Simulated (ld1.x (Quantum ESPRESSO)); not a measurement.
## Which change was made? (Rb, TM)

- Element: rubidium
- Generator: ld1.x (Quantum ESPRESSO) 7.5
- Type: norm-conserving Troullier–Martins (Kleinman–Bylander form)
- Functional: PBE
- Relativity: non-relativistic
- Frozen core: [Ar] 3d10 4s2
- Valence charge: 7
- Reference configuration: 4p6 4d0 5s0 5p0 (charge +1)
- Partial waves: 4p (bound): rc 2.20 bohr; 4d (bound, empty): rc 3.15 bohr; 5s (bound, empty): rc 4.10 bohr
- Local potential: the s channel
- Core correction: a·sin(br)/r model core inside 2.25 bohr

Cutoffs, loose and tight: the cutoffs (Ry, on a coarse ladder) from which the occupation-weighted sum of valence levels, in a spherical-Bessel basis at the reference potential, stays within 10 and 1 mRy of its value at 400 Ry. They do not see the model core or the augmentation charge, which bear on the density cutoff. Test errors are all-electron minus pseudo excitation energies from the reference, over the configurations 4p6 4d0 5s1 5p0; 4p6 4d0 5s0.5 5p0; 4p6 4d0 5s0 5p1; 4p6 4d0.5 5s0.5 5p0; 4p5 4d0 5s1 5p0; 4p6 4d1 5s0 5p0; variants that change the core or the reference have their own tests.

The base gives: outcome: generated; cutoff, loose: 15 Ry; cutoff, tight: 30 Ry; bound ghosts: none; largest test error (meV): -285.

(1) After one change the result is: outcome: generated; cutoff, loose: 15 Ry; cutoff, tight: 21 Ry; bound ghosts: none; largest test error (meV): -184. Which change was it?
A. all radii but the core radius scaled by about 0.75 (s 3.08, p 1.66, d 2.36 bohr)
B. all radii but the core radius scaled by about 1.24 (s 5.10, p 2.74, d 3.92 bohr)
C. all radii but the core radius scaled by about 0.83 (s 3.40, p 1.82, d 2.62 bohr)
D. all radii but the core radius scaled by about 1.41 (s 5.76, p 3.10, d 4.42 bohr)
E. all radii but the core radius scaled by about 0.97 (s 3.96, p 2.12, d 3.04 bohr)

Answers

(1) B. The others give: all radii but the core radius scaled by about 0.75 (s 3.08, p 1.66, d 2.36 bohr) → outcome: generated; cutoff, loose: 35 Ry; cutoff, tight: 70 Ry; bound ghosts: none; largest test error (meV): -189 | all radii but the core radius scaled by about 1.41 (s 5.76, p 3.10, d 4.42 bohr) → outcome: generated; cutoff, loose: 15 Ry; cutoff, tight: 21 Ry; bound ghosts: none; largest test error (meV): -115 | all radii but the core radius scaled by about 0.97 (s 3.96, p 2.12, d 3.04 bohr) → outcome: generated; cutoff, loose: 25 Ry; cutoff, tight: 30 Ry; bound ghosts: none; largest test error (meV): -288 | all radii but the core radius scaled by about 0.83 (s 3.40, p 1.82, d 2.62 bohr) → outcome: generated; cutoff, loose: 30 Ry; cutoff, tight: 60 Ry; bound ghosts: none; largest test error (meV): -263.
